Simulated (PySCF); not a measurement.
Species: cis-Si(H2O)2F4.
Structure used (PBE0-D3(BJ)/def2-SVP), in Å, numbered top down from 1:
```xyz
11
F4H4O2Si angstrom
Si    -0.4305   -0.0180   -0.4340
O     -0.3770   -0.0365    1.5772
H     -0.8945   -0.8073    1.8506
H     -0.8596    0.7534    1.8599
F     -0.2239    0.0044   -2.0543
O      1.5761    0.0091   -0.2998
H      1.8530    0.8097   -0.7682
H      1.8786   -0.7488   -0.8205
F     -2.0581   -0.0390   -0.3033
F     -0.2266    1.6057   -0.1780
F     -0.1853   -1.6391   -0.2188
```

The computed photoelectron lines, unassigned: O 1s: 541.82 eV; F 1s: 691.87 (area 2), 692.05 (area 2) eV; Si 1s: 1850.55 eV; Si 2p3/2: 109.95 eV.

Computed, not measured: PySCF, delta-SCF UKS SCAN, pcX-2 on the ionised atom, pcseg-1 elsewhere, spin-free X2C. Isolated species at its PBE0-D3(BJ)/def2-SVP geometry, gas phase.

Q: Order the fluorine atoms by F 1s binding energy.

A: 691.87 eV: F5/F9 (fluorine bonded to Si); 692.05 eV: F10/F11 (fluorine bonded to Si). The 2 F 1s values lie within 0.18 eV of each other; Gaussian lines of 0.5 eV full width would blend them into one maximum.

Bonded neighbours of each site: Si1: 4 F and 2 O; O2/O6: 2 H and Si; F5/F9: Si; F10/F11: Si.

Q: What is the longest wavelength that can ionise O 1s of O2 (atom 2)/O6 vertically?

A: λ = hc/E = 12398.42 eV Å / 541.82 eV = 22.883 Å.

The first atom of each set that the bonding makes equivalent was ionised and stands for the set. For 2p shells one spin-free hole was relaxed; a mean-field spin–orbit operator and the ground-state splitting of the three 2p orbitals were then diagonalised within the shell. The shell's mean is (2 × 2p3/2 + 2p1/2)/3, and the degeneracies 2j + 1 give areas of 2:1. 2p1/2 minus 2p3/2 (ligand field included): Si 0.63 eV.
